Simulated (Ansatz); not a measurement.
Input file for Ansatz (a quantum-chemistry and plane-wave program): R-CCSD(T)/cc-pVQZ on B2O3 (SMILES O=BOB=O).

Ansatz 0.2 input:
```yaml
crystal:
  periodic: [false, false, false]
  atoms:
    - {symbol: O, position_ang: [-2.34472523, -0.40213602, -0.50431761]}
    - {symbol: B, position_ang: [-1.23460753, -0.01236181, -0.23943134]}
    - {symbol: O, position_ang: [-0.03430329, 0.46113683, 0.05378450]}
    - {symbol: B, position_ang: [1.22708051, 0.11353163, 0.25123285]}
    - {symbol: O, position_ang: [2.38655554, -0.16017063, 0.43873160]}
basis:
  gaussian:
    orbitals: cc-pVQZ
magnetization: {spin_polarized: false}
correlation: {method: ccsd_t, electrons: outside_noble_gas}
scf: {lower_state_search: off}
```

The log:

```
WARN ansatz: RAYON_NUM_THREADS=4 ignored (pool sized by the plan → 4); use --threads N
Functional definition: HF
these checks for a lower state are left out or cut short: stability, starts, cluster_reference, orbital_swaps, neighbouring_geometries, increment
integrals: 2.06 GiB planned
1716 factors; integrals over basis functions are off by at most 7.9e-4 eV
mean field: 0.99 GiB planned
mean field evaluation 1: about -7455.9093 eV, gradient 6.1e1 eV
mean field evaluation 2: about -7456.0181 eV, gradient 6.1e1 eV
mean field evaluation 4: about -7462.8582 eV, gradient 4.7e0 eV
mean field evaluation 8: about -7462.9576 eV, gradient 6.4e-1 eV
mean field evaluation 16: about -7462.9600 eV, gradient 1.4e-6 eV
mean field -7462.95998488 eV, -274.2587208682 hartree, gradient 1.4e-6 eV, S^2 0.000000; 0 other end points of the search recorded, 0 dependent functions left out
5 core orbitals not correlated
reference -7462.95998488 eV, -274.2587208682 hartree; 12, 12 occupied and 258, 258 virtual orbitals, 1716 factors
second order -25.23166555 eV of doubles, -0.00000000 eV of singles
coupled cluster: 4.90 GiB planned
cycle   1  -24.08104573 eV  change     1.2e0 eV  update   1.3e-1
cycle   2  -24.72460678 eV  change   -6.4e-1 eV  update   4.4e-2
cycle   3  -24.88519405 eV  change   -1.6e-1 eV  update   2.0e-2
cycle   4  -24.86004988 eV  change    2.5e-2 eV  update   4.8e-3
cycle   5  -24.85572628 eV  change    4.3e-3 eV  update   1.4e-3
cycle   6  -24.85681272 eV  change   -1.1e-3 eV  update   4.0e-4
cycle   7  -24.85669603 eV  change    1.2e-4 eV  update   1.2e-4
cycle   8  -24.85661297 eV  change    8.3e-5 eV  update   4.2e-5
cycle   9  -24.85662340 eV  change   -1.0e-5 eV  update   1.5e-5
perturbative correction -1.12937686 eV, -0.0415038340 hartree
Total energy: -7488.94598513 eV, -275.2136887637 hartree
Checks for a lower state left out: stability, starts, cluster_reference, orbital_swaps, neighbouring_geometries, increment
```

The calculation finished and met its thresholds.

Cost: roughly 110 core-seconds.
